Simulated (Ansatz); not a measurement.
System: sum formula SiNHF₃ (charge 0, doublet). It need not be the lowest isomer of its formula. SMILES: [NH][Si](F)(F)F
Geometry from a B3LYP-D3(BJ)/def2-TZVP (Ansatz, a quantum-chemistry and plane-wave program) optimisation:
```
Si
F 1 1.5732
F 1 1.5793 2 107.78
F 1 1.5793 2 107.78 3 117.41
N 1 1.7263 2 109.34 3 -121.30
H 5 1.0221 1 114.81 2 180.00
```
Charge 0, spin multiplicity 2.

Quantity: atomisation energy (electronic, to ground-state atoms); the coupled-cluster value holds the core correlation from cc-pwCVTZ, in kcal/mol. Valence correlation only, unless marked. Open shells are spin-unrestricted. Spin-orbit coupling is left out. Non-relativistic. CBS marks a two-point X^-3 extrapolation of the correlation energy; Hartree-Fock from the larger set.

Level to compare with: CCSD(T)/CBS(cc-pV(T+d)Z,cc-pV(Q+d)Z) plus the core term (Ansatz), 591.9 kcal/mol. It is a level with limits of its own, and the differences hold the functionals' basis error too.

Question: Rank these functionals by how close they come to CCSD(T)/CBS(cc-pV(T+d)Z,cc-pV(Q+d)Z), closest first: PBE/def2-TZVPD (Ansatz); BLYP/def2-TZVPD (Ansatz); B97M-V/def2-TZVPD (Ansatz); SVWN5/def2-TZVPD (Ansatz).

Answer: PBE/def2-TZVPD (GGA, 593.4 kcal/mol, difference 1.5), B97M-V/def2-TZVPD (meta-GGA with VV10, 586.7 kcal/mol, difference -5.2), BLYP/def2-TZVPD (GGA, 581.7 kcal/mol, difference -10.2), SVWN5/def2-TZVPD (LDA, 676.9 kcal/mol, difference 85.0)
